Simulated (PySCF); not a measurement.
Species: C2H11AlN2Si2.
SMILES with atom numbers: `[CH3:1][C:2]#[N+:3][AlH2-:4][N:5]([SiH3:6])[SiH3:7]` (hydrogens: H8, H9, H10 on C1; H11, H12 on Al4; H13, H14, H15 on Si6; H16, H17, H18 on Si7)

Structure used (GFN2-xTB), in Å, numbered top down from 1:
```
atom  x, y, z in Å
C1     3.3973    0.3631   -0.8296
C2     2.3574    0.1468    0.1172
N3     1.5494   -0.0216    0.9138
Al4   -0.2739   -0.7411    1.2412
N5    -1.2464   -0.0687   -0.1812
Si6   -0.9848    1.0276   -1.4860
Si7   -2.8421   -0.7470   -0.0273
H8     3.7621   -0.5985   -1.1907
H9     4.2168    0.9126   -0.3653
H10    2.9994    0.9351   -1.6678
H11    0.1421   -2.2431    1.0940
H12   -0.6293   -0.1724    2.6403
H13   -1.8963    2.1740   -1.4319
H14   -1.1375    0.3548   -2.7829
H15    0.4085    1.5113   -1.3840
H16   -3.2071   -1.4660   -1.2534
H17   -3.8385    0.3050    0.2000
H18   -2.7859   -1.6656    1.1173
```

A PySCF run (density fitting, gas phase, GFN2-xTB geometry) gave HOMO -8.72 eV, LUMO 0.68 eV, dipole 7.79 D.

Question: Which of these levels was it?
A. PBE0/pcSseg-1
B. PBE0/def2-SVPD
C. HF/pcSseg-1
D. wB97X/6-31++G**

Answer: D. It is wB97X/6-31++G**. All candidates on this geometry:

```
           level and settings                    kind  basis functions  SCF cycles      E (Eh)  HOMO (eV)  LUMO (eV)  dipole (D)
               PBE0/def2-SVPD           global hybrid              240          14  -1012.8126      -6.46      -1.23        7.77
                PBE0/pcSseg-1           global hybrid              195          14  -1013.1498      -6.45      -1.18        7.83
wB97X/6-31++G**, grid level 1  range-separated hybrid              204          10  -1013.6880      -8.72       0.68        7.79
 HF/pcSseg-1, start guess sap            Hartree–Fock              195          14  -1010.8119      -9.51       2.81        8.21
```

The nearest other candidate, by the summed differences of HOMO and LUMO, is HF/pcSseg-1: its HOMO differs by -0.79 eV and its LUMO by +2.13 eV. Cycle counts include a coarse-grid stage where the run had one. All basis functions are spherical, in the Pople sets too.
